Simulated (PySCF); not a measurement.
CH3Zn (SMILES [CH3][Zn]), doublet, at a GFN2-xTB geometry (such geometries of metal compounds can be far from the true shape) (the spin is typed, not shown lowest), with bond 3-2 at 1.6 times its length; B3LYP/6-31G* (PySCF).

Here is a job for PySCF.
```python
from pyscf import gto, scf, dft

mol = gto.Mole()
mol.atom = '''
    Zn   -0.38392717   -0.22517148   -0.29469127
    C     1.19468286    0.70067589    0.91700364
    H     2.06362388   -0.54084825    1.76203185
    H     0.74205525    1.38249865    1.62850049
    H     1.86989167    1.24386721    0.26506955
'''
mol.basis = '6-31g*'
mol.spin = 1
mol.verbose = 4
mol.build()

mf = dft.UKS(mol)
mf.xc = 'b3lyp'
mf.conv_tol_grad = 1e-7
mf.kernel()
mf.analyze()
```

The log (banner, timings and long lists left out):

```
PySCF version 2.14.0

[INPUT] verbose = 4
[INPUT] num. atoms = 5
[INPUT] num. electrons = 39
[INPUT] charge = 0
[INPUT] spin (= nelec alpha-beta = 2S) = 1
[INPUT] symmetry False subgroup None
[INPUT] Mole.unit = angstrom
[INPUT] Symbol           X                Y                Z      unit          X                Y                Z       unit  Magmom
[INPUT]  1 Zn    -0.383927170000  -0.225171480000  -0.294691270000 AA   -0.725517203079  -0.425512428263  -0.556885791600 Bohr   0.0
[INPUT]  2 C      1.194682860000   0.700675890000   0.917003640000 AA    2.257623411112   1.324085534186   1.732885734829 Bohr   0.0
[INPUT]  3 H      2.063623880000  -0.540848250000   1.762031850000 AA    3.899683957312  -1.022055067450   3.329757619261 Bohr   0.0
[INPUT]  4 H      0.742055250000   1.382498650000   1.628500490000 AA    1.402281191796   2.612543816081   3.077419919820 Bohr   0.0
[INPUT]  5 H      1.869891670000   1.243867210000   0.265069550000 AA    3.533583138906   2.350568362227   0.500908853462 Bohr   0.0

nuclear repulsion = 68.3304171621792
number of shells = 24
number of NR pGTOs = 136
number of NR cGTOs = 54
basis = 6-31g*
ecp = {}

******** <class 'pyscf.dft.uks.UKS'> ********
method = UKS
initial guess = minao
damping factor = 0
level_shift factor = 0
DIIS = <class 'pyscf.scf.diis.CDIIS'>
diis_start_cycle = 1
diis_space = 8
diis_damp = 0
SCF conv_tol = 1e-09
SCF conv_tol_grad = 1e-07
SCF max_cycles = 50
direct_scf = True
direct_scf_tol = 1e-13
number electrons alpha = 20  beta = 19
XC library pyscf.dft.libxc version 7.1.2
    S. Lehtola, C. Steigemann, M. J. T. Oliveira, and M. A. L. Marques,  SoftwareX 7, 1–5 (2018)
XC functionals = b3lyp
    P. J. Stephens, F. J. Devlin, C. F. Chabalowski, and M. J. Frisch,  J. Phys. Chem. 98, 11623 (1994)
radial grids:
    Treutler-Ahlrichs [JCP 102, 346 (1995); DOI:10.1063/1.469408] (M4) radial grids

becke partition: Becke, JCP 88, 2547 (1988); DOI:10.1063/1.454033
pruning grids: <function nwchem_prune>
grids dens level: 3
symmetrized grids: False
atomic radii adjust function: <function treutler_atomic_radii_adjust>
small_rho_cutoff = 0
tot grids = 64184
init E= -1818.28369961901

cycle= 1 E= -1818.83075368461  delta_E= -0.547  |g|= 0.242  |ddm|= 1.22
cycle= 2 E= -1818.71241927588  delta_E= 0.118  |g|= 0.469  |ddm|= 0.73
cycle= 3 E= -1818.87228255442  delta_E= -0.16  |g|= 0.0166  |ddm|= 0.475
cycle= 4 E= -1818.87250372901  delta_E= -0.000221  |g|= 0.0121  |ddm|= 0.0343
cycle= 5 E= -1818.87256547807  delta_E= -6.17e-05  |g|= 0.00295  |ddm|= 0.012
cycle= 6 E= -1818.87257168275  delta_E= -6.2e-06  |g|= 0.00155  |ddm|= 0.00577
cycle= 7 E= -1818.87257482722  delta_E= -3.14e-06  |g|= 0.000563  |ddm|= 0.00277
cycle= 8 E= -1818.87257628645  delta_E= -1.46e-06  |g|= 0.000356  |ddm|= 0.00212
cycle= 9 E= -1818.87257736199  delta_E= -1.08e-06  |g|= 0.000146  |ddm|= 0.0028
cycle= 10 E= -1818.87257752889  delta_E= -1.67e-07  |g|= 4.05e-05  |ddm|= 0.00128
cycle= 11 E= -1818.87257753755  delta_E= -8.66e-09  |g|= 2.98e-05  |ddm|= 0.000294
cycle= 12 E= -1818.87257753848  delta_E= -9.29e-10  |g|= 8.16e-06  |ddm|= 7.49e-05
cycle= 13 E= -1818.87257753853  delta_E= -5.28e-11  |g|= 1.21e-06  |ddm|= 1.57e-05
cycle= 14 E= -1818.87257753853  delta_E= -5e-12  |g|= 6.13e-07  |ddm|= 2.92e-06
cycle= 15 E= -1818.87257753853  delta_E= 1.59e-12  |g|= 2.27e-07  |ddm|= 1.07e-06
cycle= 16 E= -1818.87257753853  delta_E= 9.09e-13  |g|= 9.09e-08  |ddm|= 3.93e-07
Extra cycle  E= -1818.87257753853  delta_E= 2.96e-12  |g|= 1.38e-07  |ddm|= 2.34e-07
converged SCF energy = -1818.87257753853  <S^2> = 0.75712288  2S+1 = 2.0071102
**** SCF Summaries ****
Total Energy =                       -1818.872577538528503
Nuclear Repulsion Energy =              68.330417162179160
One-electron Energy =                -2672.037398162774025
Two-electron Energy =                  784.834403462066462
Two-electron Coulomb Energy =          862.456327651298466
DFT Exchange-Correlation Energy =      -77.621924189231962
**** MO energy ****
                             alpha | beta                alpha | beta
MO #1   energy= -347.217208406374  | -347.216570447364  occ= 1 | 1
MO #2   energy= -42.18413344647    | -42.1832894163999  occ= 1 | 1
MO #3   energy= -37.1682657893261  | -37.1674961753714  occ= 1 | 1
MO #4   energy= -37.1678454297889  | -37.1674763232127  occ= 1 | 1
MO #5   energy= -37.167815969245   | -37.1666815088388  occ= 1 | 1
MO #6   energy= -10.210492136246   | -10.2032783167538  occ= 1 | 1
MO #7   energy= -4.76812900844642  | -4.76589276166741  occ= 1 | 1
MO #8   energy= -3.15969940724893  | -3.15786399366881  occ= 1 | 1
MO #9   energy= -3.1596252475889   | -3.15777709139927  occ= 1 | 1
MO #10  energy= -3.1579528794468   | -3.15546013872456  occ= 1 | 1
MO #11  energy= -0.654333314253844 | -0.639314334000014 occ= 1 | 1
MO #12  energy= -0.425149286589853 | -0.4205880562987   occ= 1 | 1
MO #13  energy= -0.423318873757327 | -0.417193352169802 occ= 1 | 1
MO #14  energy= -0.41868938758576  | -0.416583563849644 occ= 1 | 1
MO #15  energy= -0.41847374637674  | -0.416391944576102 occ= 1 | 1
MO #16  energy= -0.417988261019493 | -0.415778391023402 occ= 1 | 1
MO #17  energy= -0.3964585479462   | -0.391784697860343 occ= 1 | 1
MO #18  energy= -0.320401948760959 | -0.306541190594869 occ= 1 | 1
MO #19  energy= -0.285480629129514 | -0.263524676776727 occ= 1 | 1
MO #20  energy= -0.181739592699675 | -0.0972381854211846 occ= 1 | 0
MO #21  energy= -0.0341889312344383 | -0.0257561825659764 occ= 0 | 0
MO #22  energy= -0.0231040440999055 | -0.0141628495739043 occ= 0 | 0
MO #23  energy= -0.00419706554930244 | 0.00540151540305533 occ= 0 | 0
MO #24  energy= 0.0595873640824314 | 0.0710789604884625 occ= 0 | 0
MO #25  energy= 0.119091346116421  | 0.129623480276657  occ= 0 | 0
MO #26  energy= 0.161424039321794  | 0.166768095308573  occ= 0 | 0
MO #27  energy= 0.18921590758131   | 0.19706988392869   occ= 0 | 0
MO #28  energy= 0.2180413702195    | 0.224553317517736  occ= 0 | 0

To work with the spin densities directly, `use mulliken_meta_spin()` only printing them here.

 ** Mulliken spin pop alpha/beta on meta-lowdin orthogonal AOs **
 ** Mulliken Spin Density (per AO)  **
spin_pop of  0 Zn 1s        0.00000
spin_pop of  0 Zn 2s        0.00000
spin_pop of  0 Zn 3s        0.00001
spin_pop of  0 Zn 4s        0.39783
spin_pop of  0 Zn 5s        0.00727
spin_pop of  0 Zn 2px       0.00000
spin_pop of  0 Zn 2py       0.00000
spin_pop of  0 Zn 2pz       0.00000
spin_pop of  0 Zn 3px       0.00000
spin_pop of  0 Zn 3py      -0.00000
spin_pop of  0 Zn 3pz       0.00000
spin_pop of  0 Zn 4px       0.04946
spin_pop of  0 Zn 4py       0.01409
spin_pop of  0 Zn 4pz       0.02967
spin_pop of  0 Zn 5px       0.00074
spin_pop of  0 Zn 5py       0.00021
spin_pop of  0 Zn 5pz       0.00043
spin_pop of  0 Zn 3dxy      0.00345
spin_pop of  0 Zn 3dyz      0.00205
spin_pop of  0 Zn 3dz^2    -0.00007
spin_pop of  0 Zn 3dxz      0.00692
spin_pop of  0 Zn 3dx2-y2    0.00137
spin_pop of  0 Zn 4dxy      0.00002
spin_pop of  0 Zn 4dyz      0.00001
spin_pop of  0 Zn 4dz^2    -0.00001
spin_pop of  0 Zn 4dxz      0.00003
spin_pop of  0 Zn 4dx2-y2   -0.00000
spin_pop of  0 Zn 4f-3      0.00001
spin_pop of  0 Zn 4f-2      0.00001
spin_pop of  0 Zn 4f-1      0.00000
spin_pop of  0 Zn 4f+0      0.00000
spin_pop of  0 Zn 4f+1      0.00000
spin_pop of  0 Zn 4f+2      0.00000
spin_pop of  0 Zn 4f+3      0.00000
spin_pop of  1 C 1s       -0.00000
spin_pop of  1 C 2s        0.09167
spin_pop of  1 C 3s        0.00685
spin_pop of  1 C 2px       0.16905
spin_pop of  1 C 2py       0.11763
spin_pop of  1 C 2pz       0.09865
spin_pop of  1 C 3px       0.00583
spin_pop of  1 C 3py       0.00236
spin_pop of  1 C 3pz       0.00337
spin_pop of  1 C 3dxy      0.00004
spin_pop of  1 C 3dyz     -0.00003
spin_pop of  1 C 3dz^2    -0.00000
spin_pop of  1 C 3dxz      0.00008
spin_pop of  1 C 3dx2-y2    0.00005
spin_pop of  2 H 1s        0.00149
spin_pop of  2 H 2s       -0.00009
spin_pop of  3 H 1s       -0.00554
spin_pop of  3 H 2s        0.00032
spin_pop of  4 H 1s       -0.00554
spin_pop of  4 H 2s        0.00032
 ** Mulliken Spin Density (per atom)  **
spin density of  0 Zn =      0.51350
spin density of  1 C =      0.49555
spin density of  2 H =      0.00140
spin density of  3 H =     -0.00522
spin density of  4 H =     -0.00522
 ** Mulliken pop alpha/beta on meta-lowdin orthogonal AOs **
 ** Mulliken pop       alpha | beta **
In total            20.00000 | 19.00000
 ** Mulliken atomic charges   ( Nelec_alpha | Nelec_beta ) **
charge of  0Zn =      0.41214  (    15.05068     14.53718 )
charge of  1C =     -0.61123  (     3.55339      3.05784 )
charge of  2H =     -0.03017  (     0.51578      0.51438 )
charge of  3H =      0.11462  (     0.44008      0.44530 )
charge of  4H =      0.11462  (     0.44008      0.44530 )
Dipole moment(X, Y, Z, Debye): -0.40387,  0.46193, -0.38105
```
